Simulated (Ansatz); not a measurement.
System: TeF3, charge 1, multiplicity 1. 
Geometry from a B3LYP-D3(BJ)/def2-TZVP (Ansatz, an electronic-structure program) optimisation:
```xyz
4

Te    -0.0022    -0.0188     0.3232
F      1.3523    -0.7517    -0.6590
F      0.0133     1.5953    -0.5318
F     -1.3527    -0.7350    -0.6767
```
Charge +1, spin multiplicity 1.

Basis-set convergence of Hartree-Fock and MP2 correlation energies (hartree) with Ansatz. Valence correlation only, unless marked. No spin-orbit coupling. The frozen core is the preceding noble-gas configuration, with the filled d and f shells of earlier blocks. Past Kr the def2 sets carry scalar-relativistic core potentials.

```json
[
 {"basis": "def2-SVP", "functions": "68", "E(HF)": "-564.69380", "E(corr, MP2)": "-0.67700"},
 {"basis": "def2-TZVPP", "functions": "143", "E(HF)": "…", "E(corr, MP2)": "…"}
]
```

Q: Complete the blanks.

A: 
- def2-TZVPP, E(HF): -565.13939
- def2-TZVPP, E(corr, MP2): -0.89486
